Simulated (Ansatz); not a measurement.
Ansatz results at the PBE0-D4/def2-TZVP geometry: zero-point energy (PBE0-D4/def2-TZVP) 116.3 kJ/mol; HOMO energy (ωB97M-V/def2-TZVPP) -10.12 eV; HOMO–LUMO gap (PBE/def2-TZVPP) 4.93 eV.

Each molecule was computed in one conformer, which needn't be the lowest.

(1) Which molecule gave them?
A. `O[SiH](Cl)[SiH2]Cl`
B. `[SiH3]O[SiH](Cl)Cl`
C. `Cl[SiH2]O[SiH2]Cl`
D. `O[Si]([SiH3])(Cl)Cl`

Results:

(1) A. The others give `Cl[SiH2]O[SiH2]Cl`: 114.2, -11.21, 6.73; `O[Si]([SiH3])(Cl)Cl`: 113.1, -10.57, 6.18; `[SiH3]O[SiH](Cl)Cl`: 112.4, -11.46, 6.74.
